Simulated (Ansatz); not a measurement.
Spectroscopic constants of GaH, closed-shell singlet (the spin of the measured ground state). No spin–orbit coupling. Ga is treated without relativity.

| level | bond energy D_e (eV) | minus CCSD(T)/CBS(def2-TZVPP, def2-QZVPP) |
|---|---|---|
| SVWN5/def2-TZVPP | 3.288 | 0.249 |
| PBE/def2-TZVPP | 2.893 | -0.146 |
| r2SCAN/def2-TZVPP | 2.919 | -0.120 |
| B97M-V/def2-TZVPP | 3.115 | 0.076 |
| B3LYP/def2-TZVPP | 2.989 | -0.050 |
| PBE0/def2-TZVPP | 2.861 | -0.178 |
| BHLYP/def2-TZVPP | 2.928 | -0.111 |
| CAM-B3LYP/def2-TZVPP | 2.990 | -0.049 |
| wB97M-V/def2-TZVPP | 2.998 | -0.041 |
| B2PLYP/def2-TZVPP | 2.949 | -0.090 |
| CCSD/def2-TZVPP | 2.968 | -0.071 |
| CCSD(T)/def2-TZVPP | 2.986 | -0.053 |
| CCSD(T)/def2-QZVPP | 3.017 | -0.022 |
| CCSD(T)/CBS(def2-TZVPP, def2-QZVPP) | 3.039 | 0.000 |

 The comparison column counts from a level with limits of its own.

The rows run from 2.861 (PBE0/def2-TZVPP) to 3.288 eV (SVWN5/def2-TZVPP). From def2-TZVPP to def2-QZVPP CCSD(T) changes by 0.031. The 10 functionals in def2-TZVPP without D3 or D4 span 0.427, from PBE0 to SVWN5.

D_e counts from the fitted minimum to each atom's lowest state at the same level, without counterpoise. The singlet is restricted.

Correlated levels freeze the inner cores; with def2 sets outer-core shells near the valence are correlated too. CBS(a, b) extrapolates the correlation energy as X⁻³ and adds the Hartree–Fock energy of set b.

Programs: Ansatz (Gaussian basis) for Hartree–Fock, density functionals and correlated methods. Each number belongs to the level named beside it.

Ansatz is a first-principles code.
